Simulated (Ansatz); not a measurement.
Start from `C[N](C)[In]([OH])[F]` and change one atom or group to get `C[N](C)[In]([NH2])[OH]`.

Ansatz, PBE0-D4/def2-TZVP geometries, multiplicity 1. Each molecule was computed in one conformer, which needn't be the lowest.

Elements past krypton have def2 core potentials.

```csv
property,`C[N](C)[In]([OH])[F]`
HOMO–LUMO gap (ωB97M-V/def2-TZVPP) / eV,8.96
size of the dipole moment (B3LYP/def2-TZVPP) / D,2.09
LUMO energy (B3LYP/def2-TZVPP) / eV,-2.06
HOMO–LUMO gap (PBE/def2-TZVPP) / eV,2.63
LUMO energy (ωB97M-V/def2-TZVPP) / eV,0.13
LUMO energy (PBE0/def2-TZVPP) / eV,-1.71
```

Problem. What does the change do to each property? (An estimate is asked.)

Solution. The calculation gave: 
```
                                        property  `C[N](C)[In]([NH2])[OH]`  shift
         HOMO–LUMO gap (ωB97M-V/def2-TZVPP) / eV                      9.01   0.05
size of the dipole moment (B3LYP/def2-TZVPP) / D                      2.07  -0.02
             LUMO energy (B3LYP/def2-TZVPP) / eV                     -1.35   0.71
             HOMO–LUMO gap (PBE/def2-TZVPP) / eV                      2.84   0.21
           LUMO energy (ωB97M-V/def2-TZVPP) / eV                      0.69   0.56
              LUMO energy (PBE0/def2-TZVPP) / eV                     -1.02   0.69
```

With PBE0 the HOMO rises by 0.51 eV and the LUMO rises by 0.69 eV, so the gap widens by about 0.18 eV. PBE moves the HOMO by 0.51 eV and ωB97M-V by 0.51 eV. Dipoles are sizes alone; their direction can turn.

B3LYP here is the variant with VWN-RPA as its local correlation; programs differ in this.
